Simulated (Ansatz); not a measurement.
KI, SMILES [K][I].

The structure is a stationary point at r2SCAN-D4/def2-TZVPD. The def2 effective core potentials stand for the cores of I; spin–orbit coupling is left out.

Two levels are set side by side: PBE/def2-TZVPD (Ansatz, a first-principles code) and CAM-B3LYP/def2-TZVPD (Ansatz). Energy differences of separate SCF runs at the same geometry; the states with an electron removed or added have multiplicity 2 and 2. Differences are taken from unrounded values.

| quantity | CAM-B3LYP |
|---|---|
| vertical ionisation energy (eV) | 7.72 |
| vertical electron affinity (eV) | 0.73 |
| vertical singlet–triplet gap (eV) | 3.76 |

**Question.** What does PBE give, and how far is it from CAM-B3LYP? (The exact figures need the calculation; the answer reports its results.)

**Answer.** 
| quantity | PBE | PBE minus CAM-B3LYP |
|---|---|---|
| vertical ionisation energy (eV) | 7.72 | 0.00 |
| vertical electron affinity (eV) | 0.75 | 0.02 |
| vertical singlet–triplet gap (eV) | 3.71 | -0.06 |
